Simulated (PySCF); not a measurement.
Si(CF3)(H)3 (CH₃F₃Si), SMILES FC(F)(F)[SiH3]. Coordinates come from a ωB97X-D3(BJ)/def2-SVP optimisation.

All values below come from ωB97X-D3(BJ)/def2-SVP in PySCF 2.14.0.

Harmonic wavenumbers (cm⁻¹): 149, 215, 215, 415, 511, 511, 659, 659, 756, 925, 953, 953, 1190, 1190, 1270, 2292, 2303, 2303. Rotational constants (GHz): 5.293, 2.928, 2.928; symmetry number 3.

Q: Work out the zero-point energy and the ideal-gas rigid-rotor harmonic-oscillator thermochemistry at 298.15 K and 1 atm.

A: ZPE = ½ Σ hcν = ½ × 17469 cm⁻¹ = 104.49 kJ/mol. H − E(el) = 122.24 kJ/mol. Entropy in J/(mol K): translation 166.19, rotation 101.17, vibration 43.06, total 310.42. G − E(el) = 29.69 kJ/mol. Cp = 91.42 J/(mol K). Modes under 150 cm⁻¹ make the vibrational entropy uncertain.
